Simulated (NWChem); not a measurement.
# p-xylene (C$_{8}$H$_{10}$); SMILES c1cc(ccc1C)C

```xyz
18

C      0.0001     0.0220    -2.9400
C     -0.0001    -0.0088    -1.4317
C      1.2049    -0.0126    -0.7008
C      1.2049    -0.0126     0.7008
C     -0.0001    -0.0088     1.4317
C      0.0001     0.0220     2.9400
C     -1.2050    -0.0126     0.7009
C     -1.2050    -0.0126    -0.7009
H      0.8942    -0.4807    -3.3592
H      0.0067     1.0669    -3.3196
H     -0.9001    -0.4697    -3.3592
H      2.1646    -0.0223    -1.2425
H      2.1646    -0.0223     1.2425
H     -0.9001    -0.4697     3.3592
H      0.0067     1.0669     3.3196
H      0.8942    -0.4807     3.3592
H     -2.1647    -0.0223     1.2426
H     -2.1647    -0.0223    -1.2426
```
Atoms are numbered in this order, from 1.

All runs: NWChem. Pople sets run with spherical d functions. Structure relaxed at the PBE-D3(BJ)/def2-SVP level. Not confirmed as a minimum by frequencies. Ions are spin-unrestricted doublets at the neutral geometry; other ion states weren't tried.

| level | vertical ionisation energy, ΔSCF (eV) | −ε(HOMO) (eV) | ΔSCF minus −ε(HOMO) (eV) | relative time |
|---|---|---|---|---|
| B3LYP/6-31G* | 8.15 | 6.11 | 2.04 | 1 |
| r2SCAN/6-31G* | 8.14 | 5.58 | 2.56 | 2 |
| CAM-B3LYP/6-31G* | 8.22 | 7.51 | 0.71 | 5 |

Relative times are rough (shared machine, one core).
